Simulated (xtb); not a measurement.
C7H14O2, singlet, from a rough starting geometry; GFN2-xTB (xtb).

xtb was given this input:
```
$ xtb mol.xyz --gfn 2 --opt vtight --json

# file mol.xyz
23

C     -2.27673506     0.87715741     0.90668719
C     -1.87380153    -0.35574373     0.17945023
C     -2.82436597    -0.69030400    -0.96133829
O     -0.51683233    -0.20759056    -0.41502106
C      0.53197031    -0.40823605     0.40934379
O      0.40757740    -0.82476012     1.55956512
C      1.75587704    -0.14380115    -0.36887488
C      2.93703334    -0.88919662     0.29715655
C      2.05435637     1.30048901    -0.43372121
H     -3.27450910     0.81834931     1.32145459
H     -1.59525551     1.01384085     1.74344476
H     -2.25674483     1.75450853     0.29297350
H     -1.84525869    -1.29020327     0.83671938
H     -3.82187846    -0.81573883    -0.65786145
H     -2.82377107     0.18416021    -1.63146983
H     -2.53976679    -1.59535986    -1.59640694
H      1.70507945    -0.59490317    -1.34906262
H      2.79222336    -1.94456738     0.37813213
H      3.10829003    -0.53055676     1.35650150
H      3.87002155    -0.75392884    -0.24557418
H      1.19632072     1.78682233    -0.91003169
H      3.00830638     1.54093535    -0.94839518
H      2.13217115     1.78709255     0.53542494
```

Output, abridged:

```
   ID    Z sym.   atoms
    1    6 C      1-3, 5, 7-9
    2    8 O      4, 6
    3    1 H      10-23

           -------------------------------------------------
          |                Calculation Setup                |
           -------------------------------------------------

           -------------------------------------------------
          |                 G F N 2 - x T B                 |
           -------------------------------------------------

          ...................................................
          :                      SETUP                      :
          :.................................................:
          :  # basis functions                  50          :
          :  # atomic orbitals                  50          :
          :  # shells                           32          :
          :  # electrons                        54          :
          :  max. iterations                   250          :
          :  Hamiltonian                  GFN2-xTB          :
          :  restarted?                      false          :
          :  GBSA solvation                  false          :
          :  PC potential                    false          :
          :  electronic temp.          300.0000000     K    :
          :  accuracy                    1.0000000          :
          :  -> integral cutoff          0.2500000E+02      :
          :  -> integral neglect         0.1000000E-07      :
          :  -> SCF convergence          0.1000000E-05 Eh   :
          :  -> wf. convergence          0.1000000E-03 e    :
          :  Broyden damping             0.4000000          :
          :  net charge                          0          :
          :  unpaired electrons                  0          :
          ...................................................

 iter      E             dE          RMSdq      gap      omega  full diag
   1    -30.5419335 -0.305419E+02  0.370E+00    5.66       0.0  T
   2    -30.6193511 -0.774175E-01  0.191E+00    4.48       1.0  T
   3    -30.6238724 -0.452129E-02  0.111E+00    4.99       1.0  T
   4    -30.6268231 -0.295072E-02  0.188E-01    4.68       1.0  T
   5    -30.6271503 -0.327266E-03  0.691E-02    4.76       1.0  T
   6    -30.6271588 -0.846779E-05  0.304E-02    4.75       1.0  T
   7    -30.6271616 -0.278101E-05  0.772E-03    4.75       2.7  T
   8    -30.6271618 -0.175386E-06  0.149E-03    4.75      14.0  T
[...]
 * total energy  :   -30.2868497 Eh     change       -0.1990295E-05 Eh
 * total energy  :   -30.2868521 Eh     change       -0.2361241E-05 Eh
 * total energy  :   -30.2868549 Eh     change       -0.2762903E-05 Eh
 * total energy  :   -30.2868572 Eh     change       -0.2332807E-05 Eh
 * total energy  :   -30.2868592 Eh     change       -0.2064299E-05 Eh
 * total energy  :   -30.2868607 Eh     change       -0.1403257E-05 Eh
 * total energy  :   -30.2868611 Eh     change       -0.4833072E-06 Eh
 * total energy  :   -30.2868613 Eh     change       -0.1848017E-06 Eh
 * total energy  :   -30.2868615 Eh     change       -0.1475197E-06 Eh
 * total energy  :   -30.2868617 Eh     change       -0.2355223E-06 Eh
 * total energy  :   -30.2868621 Eh     change       -0.3512113E-06 Eh
 * total energy  :   -30.2868621 Eh     change       -0.8216585E-08 Eh
   *** GEOMETRY OPTIMIZATION CONVERGED AFTER 44 ITERATIONS ***
         :: total energy             -30.286862063083 Eh    ::
[...]
                            10 H    0.984
     2   6 C    3.926 --     3 C    1.007     1 C    1.002    13 H    0.961
                             4 O    0.918
     3   6 C    3.993 --     2 C    1.007    16 H    0.985    15 H    0.985
                            14 H    0.984
     4   8 O    2.306 --     5 C    1.143     2 C    0.918     6 O    0.174
     5   6 C    3.912 --     6 O    1.751     4 O    1.143     7 C    0.951
     6   8 O    2.036 --     5 C    1.751     4 O    0.174
     7   6 C    3.993 --     8 C    1.004     9 C    0.986    17 H    0.966
                             5 C    0.951
     8   6 C    3.993 --     7 C    1.004    18 H    0.987    20 H    0.985
                            19 H    0.984
     9   6 C    3.994 --    21 H    0.987    23 H    0.986     7 C    0.986
                            22 H    0.983
    10   1 H    0.997 --     1 C    0.984
    11   1 H    0.997 --     1 C    0.984
    12   1 H    0.998 --     1 C    0.986
    13   1 H    0.998 --     2 C    0.961
    14   1 H    0.997 --     3 C    0.984
    15   1 H    0.997 --     3 C    0.985
    16   1 H    0.997 --     3 C    0.985
    17   1 H    0.997 --     7 C    0.966
    18   1 H    0.998 --     8 C    0.987
    19   1 H    0.997 --     8 C    0.984
    20   1 H    0.997 --     8 C    0.985
    21   1 H    0.998 --     9 C    0.987
    22   1 H    0.997 --     9 C    0.983
    23   1 H    0.997 --     9 C    0.986
 ---------------------------------------------------------------------------

Topologies differ in total number of bonds
Writing topology from bond orders to xtbtopo.mol

molecular dipole:
                 x           y           z       tot (Debye)
 q only:       -0.297       0.262      -0.709
   full:       -0.316       0.262      -0.792       2.268
molecular quadrupole (traceless):
                xx          xy          yy          xz          yz          zz
 q only:        7.754       0.960      -1.081      -1.491       1.880      -6.673
  q+dip:        6.636       1.164      -0.206      -2.321       1.772      -6.430
   full:        6.837       1.094       0.467      -2.266       2.171      -7.305

optimized geometry written to: xtbopt.xyz

           -------------------------------------------------
          | TOTAL ENERGY              -30.286862063083 Eh   |
          | GRADIENT NORM               0.000073053568 Eh/α |
          | HOMO-LUMO GAP               4.941281730831 eV   |
           -------------------------------------------------
```
